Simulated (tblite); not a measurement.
Compound: C₅H₇FO₃Si.
Atom-mapped SMILES: `[CH2:1]=[C:2]1[C@@H:3]([C:4](=[O:5])[OH:6])[C@@H:7]1[O:8][SiH2:9][F:10]` (hydrogens: H11, H12 on C1; H13 on C3; H14 on O6; H15 on C7; H16, H17 on Si9)

The geometry is computed with GFN2-xTB (gas phase).

Task: What internal coordinates does the optimisation give?

Result: 
```tsv
bond	length (bohr)	order
C1=C2	2.469	double
C2–C3	2.805	single
C3–C4	2.795	single
C4=O5	2.275	double
C4–O6	2.532	single
C3–C7	2.899	single
C7–O8	2.594	single
O8–Si9	3.046	single
Si9–F10	3.016	single
C2–C7	2.753	single
C1–H11	2.037	single
C1–H12	2.036	single
C3–H13	2.045	single
O6–H14	1.834	single
C7–H15	2.054	single
Si9–H16	2.746	single
Si9–H17	2.746	single
```

Orders are formal, as drawn. A selection of angles:
```tsv
angle	degrees
C2–C1–H11	121.7
C2–C1–H12	121.2
H11–C1–H12	117.0
C1–C2–C3	146.2
C1–C2–C7	150.9
C3–C2–C7	62.9
C2–C3–C4	119.5
C2–C3–C7	57.7
C2–C3–H13	117.8
C4–C3–C7	116.9
C4–C3–H13	114.8
C7–C3–H13	118.3
C3–C4–O5	125.4
C3–C4–O6	111.8
O5–C4–O6	122.8
C4–O6–H14	110.2
C3–C7–O8	117.4
C3–C7–H15	115.2
O8–C7–H15	115.1
C2–C7–C3	59.4
C2–C7–O8	120.3
C2–C7–H15	117.8
C7–O8–Si9	132.2
O8–Si9–F10	100.0
O8–Si9–H16	113.1
O8–Si9–H17	112.5
F10–Si9–H16	107.4
F10–Si9–H17	107.4
H16–Si9–H17	115.0
```

Torsions: C1–C2–C3–C4 78° (synclinal); C2–C3–C4–O5 39° (synclinal); C2–C3–C7–O8 111° (anticlinal); C3–C7–O8–Si9 171° (antiperiplanar); C7–O8–Si9–F10 179° (antiperiplanar); C1–C2–C7–C3 176° (antiperiplanar); H14–O6–C4–C3 180° (antiperiplanar).

The C–O distances run from 1.204 Å (C4=O5, drawn double) to 1.373 Å (C7–O8, drawn single), a spread of 0.169 Å. The 3-membered ring C2–C3–C7 has internal angles of 57.7° to 62.9°. Si9 (fluorine-bound silicon) is distorted tetrahedral (angles from 100.0° to 115.0°). O8 (silyl ether oxygen) is bent (angle 132.2°). The C–C distances run from 1.306 Å (C1=C2, drawn double) to 1.534 Å (C3–C7, drawn single), a spread of 0.228 Å. Of the pairs four or more bonds apart, O5···H15 is among the closest relative to their van der Waals radii: 2.62 Å, 96 % of the sum of Bondi's values.

Point group: C1 (no symmetry element, even within 0.4 Å). Its lowest GFN2-xTB frequency is 19i cm⁻¹, too small to tell a flat minimum from a shallow saddle. The numbers are those of one conformer (C2–C3–C4–O5 39°, C3–C4–O6–H 180°, C3–C7–O8–Si9 171°, C7–O8–Si9–F10 179°). 2 starts were optimised and ended at 0.00 and 0.12 kcal/mol (GFN2-xTB); the lowest of these is shown.

On one thread, Arm Neoverse N1 (aarch64), no GPU, shared host, this took 1.3 s wall. This is the geometry optimisation.
